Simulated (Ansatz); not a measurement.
A structure relaxed at r2SCAN-D4/def2-SVP in Ansatz, charge 1, singlet:

Cartesian coordinates in Å:
```
V -1.7958 1.3328 1.7572
B 0.8915 -0.7336 -2.1657
B -0.2693 0.2782 1.6699
B -0.8505 0.5928 0.1491
B 0.6497 -0.4200 0.4810
B 1.4249 -1.0214 -0.7537
B -0.0506 -0.0288 -1.1378
```

(1) Give its formula and point group.

(2) Summarise the bond lengths by kind (pairs closer than 1.2 times the sum of covalent radii, bridged metal pairs left out).

Results:

(1) VB6⁺. Point group Cs (tolerance 0.1 Å).

(2) 9 × B–B 1.54 to 1.84 Å; 2 × B–V 1.86 to 2.01 Å. The metal has 2 neighbours: B 1.86 Å, B 2.01 Å.

The restricted singlet is unstable towards broken spin symmetry at other levels; at r2SCAN-D4/def2-SVP this wasn't settled. The relaxation made no stability test and no search for a lower SCF solution. No other spin state of charge 1 was run. Another isomer (singlet) lies 0.54 eV lower at PBE0-D4/def2-TZVP; other spin states weren't run for this one.
